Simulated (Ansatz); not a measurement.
`C[CH2][Ge][Cl]` + CH₃OH → `C[CH2][Ge][O]C` + HCl  (ligand exchange at a Ge–Cl bond)

Computed with Ansatz on PBE0-D4/def2-TZVP structures; ΔE is electronic, products minus reactants. CBS: MP2 limit from def2 TZ/QZ plus the TZ coupled-cluster correction, frozen cores. This one scheme is used for every species. Functionals use def2-TZVPP. B3LYP here is the variant with VWN-RPA as its local correlation; programs differ in this. For Ge outer-core shells are correlated without core-valence functions, which leaves a few kJ/mol of doubt a bond. Scalar relativity is left out up to krypton. Each species was taken in one conformer, which may not be the lowest.

| level | ΔE (kJ/mol) | difference from CCSD(T)/CBS |
| --- | --- | --- |
| r2SCAN-D4 | 35.8 | 0.9 |
| PBE0-D4 | 43.1 | 8.2 |
| B3LYP-D4 | 38.0 | 3.1 |
| r2SCAN0-D4 | 41.4 | 6.5 |
| CAM-B3LYP-D4 | 33.5 | -1.4 |
| ωB97X-V | 35.4 | 0.5 |
| PBE-QIDH | 39.2 | 4.3 |
| revPBE | 42.5 | 7.6 |
| r2SCANh | 39.0 | 4.1 |
| r2SCAN0 | 42.3 | 7.4 |
| LC-ωPBE | 35.4 | 0.5 |
| HF/def2-TZVPP | 49.3 | 14.4 |
| MP2/def2-TZVPP | 29.9 | -5.0 |
| CCSD/def2-TZVPP | 32.0 | -2.9 |
| MP2/def2-QZVPP | 32.9 | -2.0 |
| MP2/CBS(def2) | 35.5 | 0.6 |
| CCSD(T)/CBS | 34.9 | 0 |

Question: What do rigid-rotor, harmonic-oscillator terms from PBE0-D4/def2-TZVP frequencies (298.15 K, 1 bar) make of the CCSD(T)/CBS value? (Best estimate.)

Answer: The calculation gave: ΔZPE = -9.7 kJ/mol, ΔH = +27.1 kJ/mol, ΔS = -23 J/(mol·K), ΔG = +33.9 kJ/mol. Modes under 50 cm⁻¹ make the entropy rough.

Largest T1 diagnostic among the species: 0.014.

Leaving LDA and LC-ωPBE aside and taking each functional with its dispersion term where it has one, the values, not all of them listed here, spread over 10.1 kJ/mol, from CAM-B3LYP-D4 to HSE06-D4. LDA lies −8.3 kJ/mol from PBE without D4. From BLYP to BHLYP (50 % exact exchange), in def2-TZVPP and without D4, ΔE moves by +7.0 kJ/mol.
